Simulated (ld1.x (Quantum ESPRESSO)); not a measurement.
## Configuration tests for sulfur (TM)

sulfur, norm-conserving Troullier–Martins (Kleinman–Bylander form), made with ld1.x (Quantum ESPRESSO) 7.5 (LDA (PZ), scalar-relativistic). Core [Ne], reference 3s2 3p3.5 (charge +0.5). Waves: 3s (bound): rc 1.05 bohr; 3p (bound): rc 1.75 bohr. Local part: all-electron potential smoothed inside 0.80 bohr (lloc = -1). Core correction: a·sin(br)/r model core inside 0.75 bohr.

Energies are relative to the spin-unpolarised reference configuration 3s2 3p3.5; without spin polarisation the order of configurations can differ from experiment. Spin-polarised rows fill each open shell by Hund’s rule, majority spin first. The frozen-core shift is the all-electron ΔE with the core orbitals held at their reference shape minus the fully relaxed ΔE.

(1) Give the all-electron excitation energy and the error of the potential for: 3s2 3p4; 3s2 3p3; 3s2 3p2; 3s1 3p4; 3s2 3p1; 3s2 3p4.3; 3s0 3p6; 3s2 3p3.5 (spin-polarised); 3s2 3p4 (spin-polarised).

Levels in the configuration 3s0 3p6:

```
level  all-electron (eV)  pseudo (eV)
   3p             -8.158       -8.156
```

Note: ghost state, extra bound levels that the all-electron valence spectrum of the same l lacks: s at -34.3 eV. A true bound ghost makes a file unfit for plane-wave use.

Results:

(1)

```tsv
valence configuration	charge	ΔE all-electron (eV)	error AE − PS (meV)	frozen-core shift (meV)
3s2 3p4	0	-4.709	-0.6	0.0
3s2 3p3	+1	7.154	-2.2	+0.6
3s2 3p2	+2	29.527	-24	+8.2
3s1 3p4	+1	17.952	-8.4	+1.3
3s2 3p1	+3	63.685	-86	+38
3s2 3p4.3	-0.3	-6.450	-1.3	+0.1
3s0 3p6	0	15.898	-14	+0.5
3s2 3p3.5 (spin-polarised)	+0.5	-1.223	+11	+1.3
3s2 3p4 (spin-polarised)	0	-5.415	+6.0	+0.8
```
